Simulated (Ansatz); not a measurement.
Consider the ligand exchange at a Mg–O bond: `[NH2][Mg][OH]` + CH₃SH → `C[S][Mg][NH2]` + H₂O.

Gas-phase electronic energies from Ansatz, PBE0-D4/def2-TZVP geometries. CCSD(T)/CBS adds triple-zeta CCSD(T) − MP2 to the extrapolated MP2 energy (def2 sets, frozen cores). This one scheme is used for every species. DFT in def2-TZVPP. For Mg outer-core shells are correlated without core-valence functions, which leaves a few kJ/mol of doubt a bond. Each species was taken in one conformer, which may not be the lowest.

`[NH2][Mg][OH]`:

```xyz
6

N    -1.200   -0.230   -0.832
Mg    0.307    0.089    0.248
O     1.686    0.437    1.303
H    -1.918   -0.919   -0.669
H    -1.448    0.266   -1.675
H     2.574    0.358    1.624
```

CH₃SH:

Z-matrix (Å, degrees):
```
C
S 1 1.806
H 1 1.089 2 111.5
H 1 1.089 2 111.5 3 -123.8
H 1 1.090 2 106.2 3 118.1
H 2 1.342 1 97.1 3 61.9
```

`C[S][Mg][NH2]`:

```xyz
9

C     0.432    1.788   -1.129
S     1.623    0.730   -0.234
Mg    0.312   -0.917    0.662
N    -0.771   -2.268    1.397
H    -0.071    1.247   -1.931
H    -0.312    2.221   -0.460
H     1.002    2.603   -1.575
H    -1.004   -3.150    0.965
H    -1.211   -2.255    2.305
```

H₂O:

```xyz
3

O     0.317   -0.201    0.102
H    -0.570   -0.290    0.457
H     0.253    0.491   -0.559
```

CCSD(T)/CBS gives +0.4 kcal/mol.

(1) Another level gave +1.8 kcal/mol. Which?
A. r2SCAN-D4/def2-TZVPP
B. CAM-B3LYP/def2-TZVPP
C. BHLYP/def2-TZVPP
D. PBE-QIDH/def2-TZVPP

Largest T1 diagnostic among the species: 0.010.

Answers

(1) C. BHLYP 1.8, PBE-QIDH -0.3, r2SCAN-D4 0.8, CAM-B3LYP 3.2 kcal/mol.

The D4 term adds −0.7 kcal/mol with B3LYP and −0.4 kcal/mol with PBE0; it sums over pairs of atoms, weighted by their polarisabilities, and B3LYP, whose exchange is more repulsive, gets the larger term. At CCSD(T), def2-SVP lies +2.4 kcal/mol from the extrapolated value and def2-TZVPP +0.2 kcal/mol.

B3LYP here is the variant with VWN-RPA as its local correlation; programs differ in this.
